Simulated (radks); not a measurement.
Results of a calculation; reference values are marked as such.
Problem. The mean radii <r> (bohr) of the occupied orbitals of an atom or ion are listed with their occupations. Code: a radial shooting solver on a logarithmic mesh with Libxc functionals. Model: scalar-relativistic Kohn-Sham, SCAN, spin-polarised, spherical densities, finite nucleus; meta-GGA in the generalised Kohn-Sham scheme; Fermi nuclear charge, rms radius of each element as measured or else 0.836 A^(1/3) + 0.57 fm.

orbital  occ.      <r>
1s up       1  0.04861
1s down     1  0.04861
2s up       1   0.2175
2s down     1   0.2174
2p up       3   0.1907
2p down     3   0.1906
3s up       1   0.6457
3s down     1   0.6466
3p up       3   0.6689
3p down     3   0.6704
3d up       5   0.7387
3d down     4   0.7446

Name the element and its charge. Open shells, if any, are filled with parallel spins first.

Solution. Z = 31, gallium, charge +4: Ga4+ in [Ar] 3d9. The 1s radius gives Z: for a bare nucleus <r> = (2 gamma + 1)/(2Z) with gamma = sqrt(1 - (Z/c)^2), 0.04755 bohr for Z = 31, and screening makes it slightly larger (0.04861 here). The occupations add up to 27, and the charge is Z minus that.
